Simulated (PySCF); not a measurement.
Correlation energy of Sn⁺ (tin, charge +1)

[Kr] 4d10 5s2 5p1, 2P determinant. Computed with PySCF 2.14 in ANO-RCC-VTZP (7s6p4d2f1g, 68 functions), with scalar relativity by spin-free X2C-1e. Frozen: [Kr] 4d10; 3 electrons correlated.

| level | correlation energy (mhartree) |
| --- | --- |
| CCSD | -41.87 |
| (T) | -0.56 |
| CCSD(T) | -42.43 |

Diagnostics: T1 = 0.0096, D1 = 0.0230, largest double amplitude 0.093.

Cost of the coupled-cluster step: roughly 1.5 core-seconds, for 3 correlated electrons.
